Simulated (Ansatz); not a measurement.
`CN[SiH2][AlH2]` + `CBF` → `C[B](F)[AlH2]` + `CN[SiH3]`  (formal exchange of groups at the Al–Si bond)

Program: Ansatz. Geometries: PBE0-D4/def2-TZVP. ΔE: electronic, gas phase. CCSD(T)/CBS is the MP2 limit (def2-TZVPP, def2-QZVPP) plus CCSD(T) − MP2 in def2-TZVPP, frozen cores. This one scheme is used for every species. DFT in def2-TZVPP. B3LYP here is the variant with VWN-RPA as its local correlation; programs differ in this. One conformer a species, not always the lowest.

```
         level  ΔE (kcal/mol)
          PBE0            8.7
         B3LYP            7.4
 HF/def2-TZVPP            7.2
MP2/def2-QZVPP            8.0
```

(1) What does CCSD(T)/CBS give? (Estimate.)

Largest T1 diagnostic among the species: 0.013.

Answers

(1) Computed: +8.0 kcal/mol. The listed levels differ from it by 0.7, -0.6, -0.8, 0.0 kcal/mol.

In def2-TZVPP, CCSD(T) changes the Hartree–Fock value by +0.8 kcal/mol (the triples alone add +0.1 kcal/mol) and MP2 by +0.8 kcal/mol.
